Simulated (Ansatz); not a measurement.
Be₅, relaxed as a triplet with UKS PBE/def2-TZVP in Ansatz, starting from the PBE/def2-TZVP geometry of the neutral singlet. Force threshold 0.02 eV/Å.

At PBE/def2-TZVP a singlet of charge 0 lies 0.23 eV below the triplet, each at its own geometry. The structure comes from a short search, and lower isomers may exist.

Start:

```xyz
5

Be   -1.102    0.144    0.333
Be    0.712   -0.675    0.621
Be   -0.463   -1.357   -0.943
Be    0.463    1.357    0.944
Be    0.391    0.531   -0.955
```

```json
{"step": "1", "energy (eV)": "-1997.0086", "largest force component (eV/Å)": "0.989", "SCF passes": "94"}
{"step": "2", "energy (eV)": "-1997.1723", "largest force component (eV/Å)": "0.366", "SCF passes": "47"}
{"step": "3", "energy (eV)": "-1997.2135", "largest force component (eV/Å)": "0.106", "SCF passes": "39"}
{"step": "4", "energy (eV)": "-1997.2170", "largest force component (eV/Å)": "0.018", "SCF passes": "39"}
```

Force components are those of the run's own axes.

End:

```xyz
5

Be   -1.1995    0.2531    0.2242
Be    0.8773   -0.6889    0.5602
Be   -0.4787   -1.3525   -0.7994
Be    0.4044    1.2370    1.0020
Be    0.3965    0.5513   -0.9869
```

By distances, no bond broke or formed. The bond that changes most is Be1–Be2, from 2.01 to 2.31 Å (atoms count from 1).

No frequencies were taken in this run, so the end may be a saddle point.

Hardware: 4 threads of Arm Neoverse V2 on a shared host. Wall time 6.5 s.
